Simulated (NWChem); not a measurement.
Molecule: SiI₃F; SMILES F[Si](I)(I)I

Program: NWChem. Structure relaxed at the PBE0/def2-SVP level. Not confirmed as a minimum by frequencies. def2 effective core potentials on I; no spin-orbit coupling.

For level Hartree-Fock/STO-3G (all-electron, non-relativistic):

| Quantity | Value |
|---|---|
| highest occupied level (eV) | -8.17 |
| orbital gap (eV) | 12.62 |
| dipole (D) | 0.62 |

Task: How do the values read with level Hartree-Fock/def2-SVP (core potentials) instead?

Result: highest occupied level (eV): -10.31
orbital gap (eV): 11.28
dipole (D): 1.18
